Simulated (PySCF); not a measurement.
This script is equivalent to a calculation on In (indium, neutral).

```python
from pyscf import gto, scf, dft, mp, cc
import basis_set_exchange as bse
mol = gto.M(atom="In 0 0 0", charge=0, spin=1, symmetry="D2h",
            basis=gto.basis.parse(bse.get_basis("aug-cc-pwCVTZ-DK3", elements=["In"], fmt="nwchem", augment_diffuse=1)),
            nucmod="G")
mf = dft.UKS(mol, xc="R2SCAN").sfx2c1e()
mf.irrep_nelec = {'Ag': (9, 9), 'B1g': (2, 2), 'B2g': (2, 2), 'B3g': (2, 2), 'B1u': (3, 3), 'B2u': (4, 3), 'B3u': (3, 3)}
mf.kernel()
```

Problem. What total energy does it give?

Solution. -5880.74 hartree (calculated).

Problem. Which occupied shell lies highest, and where?

Solution. 5p α, at -3.062 eV.

Problem. What is ⟨S²⟩, and what would a pure spin state give?

Solution. 0.756, against 0.75.
